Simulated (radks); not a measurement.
Removal energies from the samarium ion Sm+, [Xe] 4f(5/2: 6, 7/2: 0) 6s1, by Delta-SCF beside the eigenvalue of the level emptied. Method: Dirac Kohn-Sham, BLYP, spin-unpolarised, spherical densities, finite nucleus; Fermi nuclear charge, rms radius of each element as measured or else 0.836 A^(1/3) + 0.57 fm; computed with a radial shooting solver on a logarithmic mesh with Libxc functionals. Sub-shells are occupied by j as written (lower j first in brackets).

removed from,final configuration,Delta-SCF (eV),-eigenvalue (eV)
6s1/2,"[Xe] 4f(5/2: 6, 7/2: 0)",11.195,8.441
4f5/2,"[Xe] 4f(5/2: 5, 7/2: 0) 6s1",15.931,8.476
5p3/2,"[Kr] 4d10 4f(5/2: 6, 7/2: 0) 5s2 5p(1/2: 2, 3/2: 3) 6s1",33.602,28.040
5p1/2,"[Kr] 4d10 4f(5/2: 6, 7/2: 0) 5s2 5p(1/2: 1, 3/2: 4) 6s1",37.346,31.577
